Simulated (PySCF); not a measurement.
Compound: C4H12AsB.
Numbering: `[BH2:1][AsH:2][C:3]([CH3:4])([CH3:5])[CH3:6]` (hydrogens: H7, H8 on B1; H9 on As2; H10, H11, H12 on C4; H13, H14, H15 on C5; H16, H17, H18 on C6)

Cartesian coordinates in Å at the PBE0-D3(BJ)/def2-SVP level; atoms count from 1:
```xyz
18
C4H12AsB angstrom
B      2.2819   -0.5842    0.8865
As     1.0006    0.7992    0.3304
C     -0.7519   -0.1118   -0.0074
C     -1.6980    0.9332   -0.5941
C     -1.2691   -0.5990    1.3432
C     -0.5939   -1.2814   -0.9748
H      3.4516   -0.4424    0.6242
H      1.9372   -1.4699    1.6320
H      1.4538    1.0775   -1.0907
H     -2.6873    0.4807   -0.7814
H     -1.8407    1.7841    0.0895
H     -1.3267    1.3259   -1.5537
H     -1.3927    0.2308    2.0564
H     -2.2541   -1.0795    1.2135
H     -0.5945   -1.3414    1.7962
H     -1.5804   -1.7353   -1.1794
H      0.0583   -2.0646   -0.5601
H     -0.1691   -0.9599   -1.9380
```

Method used: PySCF 2.14.0, density-fitted response routines, TDDFT PBE0/def2-SVPD, vertical, gas phase, core orbitals frozen in the response. Relativistic effects, spin–orbit coupling among them, are left out although an element past zinc is present.

Transition dipole moments from the ground state, in atomic units and in the frame of the coordinates above (overall signs are arbitrary), for the states with f of 0.002 or more among the lowest 7:

```tsv
state	E (eV)	μx	μy	μz
S1	4.086	0.697	-0.553	0.217
S2	5.033	-0.548	0.061	-0.111
S3	5.807	0.132	-0.210	0.076
S4	5.982	-0.256	0.106	0.388
S5	6.480	0.477	0.431	0.397
S6	6.591	0.140	0.284	0.032
S7	6.839	-0.112	0.073	-0.043
```

What oscillator strength does each state have?

f = (2/3) ΔE |μ|² with ΔE in hartree (27.2114 eV).

```csv
state,|μ|² (au),|μ| (D),f
S1,0.839,2.33,0.084
S2,0.316,1.43,0.039
S3,0.067,0.66,0.010
S4,0.228,1.21,0.033
S5,0.571,1.92,0.091
S6,0.101,0.81,0.016
S7,0.020,0.36,0.003
```

Which bond between heavy atoms lies closest to the direction of the S5 transition dipole?

As2–C3, at 26° from it; next C3–C6 at 45°.

What angle do the transition dipoles of S1 and S4 make?

|cos θ| = |μa·μb| / (|μa| |μb|) = 0.35, so θ ≈ 70° (taken between 0 and 90°, since the signs are arbitrary).

How is the summed strength of these states shared among x, y and z?

(2/3) Σ ΔE μα² gives 0.139 for x, 0.082 for y and 0.055 for z, 0.276 in all.

What peak molar absorption coefficient would the strongest computed level give as a lone Gaussian band 0.3 eV wide at half height?

ε(max) = 2.175×10⁸ f / FWHM, with the width in cm⁻¹. S5: 2.175×10⁸ × 0.0907 / 2420 ≈ 8200 L mol⁻¹ cm⁻¹.

The vertical ionisation energy (ΔSCF) is 8.66 eV, 1.82 eV above S7.

One conformer stands for the species.
